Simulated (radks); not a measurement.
Values are calculated unless marked as measured or tabulated.
Q: These are the eigenvalues of the occupied orbitals of an atom or ion with whole-number occupations (hartree). Level of theory: scalar-relativistic Kohn-Sham, PBEsol, spin-polarised, spherical densities, finite nucleus; Fermi nuclear charge, rms radius of each element as measured or else 0.836 A^(1/3) + 0.57 fm (a radial shooting solver on a logarithmic mesh with Libxc functionals).

orbital  eigenvalue
1s        -246.4413

Which element is it, and in what charge state? The configuration may be excited. Open shells, if any, are filled with parallel spins first.

A: Z = 23, vanadium, charge +21: V21+ in [He]. The 1s level, -246.44 hartree, gives Z - s = 22.2 by -(Z - s)^2/2, which with screening and relativity narrows Z to a few neighbours, and with so few levels the electron count can be read from the list.
